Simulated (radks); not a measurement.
Results of a calculation; reference values are marked as such.
Spherical quantum dot in the effective-mass picture: electrons in a hard-walled sphere of radius 3.63, with a point charge +2 (a donor) at the centre, all in effective atomic units (hartree* = m*/eps^2 hartree, bohr* = eps/m* bohr), one dielectric constant everywhere. Level of theory: non-relativistic Kohn-Sham, r2SCAN, spin-polarised, spherical densities, generalised Kohn-Sham scheme (a radial shooting solver with Libxc functionals). Levels are named by radial order and angular momentum (1s, 1p, 1d, 2s, ...), and open shells are averaged over m.

N = 24, configuration 1s2 1p6 1d10 2s2 1f(up 4, down 0). This is the lowest configuration that the search found. Occupied and some empty levels:

| level | occupation | eigenvalue (hartree*) | <r> (bohr*) |
|---|---|---|---|
| 1s up | 1 | 7.9144 | 2.096 |
| 1s down | 1 | 7.9519 | 2.006 |
| 1p up | 3 | 8.1920 | 2.525 |
| 1p down | 3 | 8.2524 | 2.508 |
| 2s up | 1 | 8.5104 | 1.316 |
| 2s down | 1 | 8.5352 | 1.390 |
| 1d up | 5 | 8.5540 | 2.615 |
| 1d down | 5 | 8.6232 | 2.606 |
| 1f up | 4 | 9.0454 | 2.684 |
| 1f down | 0 | 9.1226 | 2.679 |
| 1g up | 0 | 9.6578 | 2.742 |
| 1g down | 0 | 9.7421 | 2.740 |
| 2p up | 0 | 9.9555 | 1.792 |
| 2p down | 0 | 9.9857 | 1.795 |
| 2d up | 0 | 10.857 | 2.046 |
| 2d down | 0 | 10.900 | 2.047 |

Energy (hartree*): total 102.424, kinetic 33.036, external -24.962, Hartree 105.91, exchange-correlation -11.556.
